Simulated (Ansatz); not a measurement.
Sn3. Total charge 0; triplet. Geometry r2SCAN-D4/def2-SVPD, that of the charge -1 doublet; atoms count from 1.

```
atom   x (Å)   y (Å)   z (Å)
 Sn1   1.331   1.030   0.038
 Sn2  -1.488   0.379  -0.690
 Sn3   0.157  -1.409   0.652
```

In the def2 sets Sn takes a core potential; there is no spin–orbit coupling. The structure comes from a short search, and lower isomers may exist.

**Question.** Estimate the Mulliken populations from the PBE0/def2-TZVPD orbitals of Ansatz.

**Answer.** 
```json
{"atom": "Sn1", "charge (e)": "0.00", "spin (α − β)": "0.66"}
{"atom": "Sn2", "charge (e)": "0.00", "spin (α − β)": "0.66"}
{"atom": "Sn3", "charge (e)": "-0.01", "spin (α − β)": "0.68"}
```
Mulliken values and Mayer orders depend strongly on the basis. With diffuse functions, as here, like atoms can get unlike values, and bond orders can come out too low or too high.

**Question.** Where does the spin sit?

**Answer.** Summed by element: Sn 2.00, of 2 unpaired in all. Largest on single atoms: Sn3 0.68, Sn1 0.66, Sn2 0.66.

**Question.** And the Mayer bond orders between bonded heavy atoms (over 0.3)?

**Answer.** Sn1–Sn2 1.09 (2.98 Å); Sn1–Sn3 1.17 (2.78 Å); Sn2–Sn3 1.17 (2.78 Å).
